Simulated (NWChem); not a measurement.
InHI2; SMILES [I][InH][I]

```xyz
4

In     0.0000     0.0000    -0.9613
H      0.0000     0.0000    -2.6756
I     -2.2520     0.0000     0.4696
I      2.2520     0.0000     0.4696
```
Atoms are numbered in this order, from 1.

Structure relaxed at the PBE0/def2-SVP level. No frequency run checked for a minimum. def2 effective core potentials on In, I; no spin-orbit coupling.

Symmetry labels are those of C2v in the frame above (b1 and b2, or b-type labels, depend on it).

Task: List the 4 lowest vertical singlet excitations from CAM-B3LYP/def2-SVPD with def2 effective core potentials on In, I, TDA (NWChem).

Result: 
```tsv
state	energy (eV)	oscillator strength	symmetry	leading excitation (squared amplitude)
S1	4.44	0.023	b1	HOMO → LUMO (0.89)
S2	4.53	0.000	a2	HOMO−1 → LUMO (0.79)
S3	4.53	0.000	a2	HOMO → LUMO+1 (0.80)
S4	4.64	0.000	b2	HOMO−2 → LUMO+1 (0.98)
```
